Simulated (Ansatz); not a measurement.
`[SH][GaH][SH]`, relaxed with RKS PBE0-D4/def2-TZVP in Ansatz from a GFN2-xTB geometry. The force threshold is 0.005 eV/Å; the program also tests the step.

Charge 0, multiplicity 1.

Start:

```xyz
6

S     1.220    1.739   -0.409
Ga   -0.102    0.018    0.061
S     0.634   -2.049   -0.287
H     0.303    2.653   -0.098
H    -1.547    0.259    0.641
H    -0.507   -2.621    0.092
```

Q: How much energy does the relaxation release, and in how many steps? (An estimate is asked.)

A: The calculation gave: 0.03 eV, in 6 steps, 1 of them rejected.

Q: Which bonds change most? (An estimate is asked.)

A: Ansatz gave: Ga2–S3 from 2.221 to 2.196 Å; S1–Ga2 from 2.220 to 2.196 Å; Ga2–H5 from 1.576 to 1.556 Å; S3–H6 from 1.332 to 1.343 Å.

Q: Give the relaxed structure. (An estimate is asked.)

A: Ansatz gave: 
```xyz
6

S     1.214    1.664   -0.434
Ga   -0.162    0.027    0.064
S     0.654   -1.977   -0.307
H     0.344    2.619   -0.067
H    -1.591    0.267    0.631
H    -0.459   -2.600    0.113
```
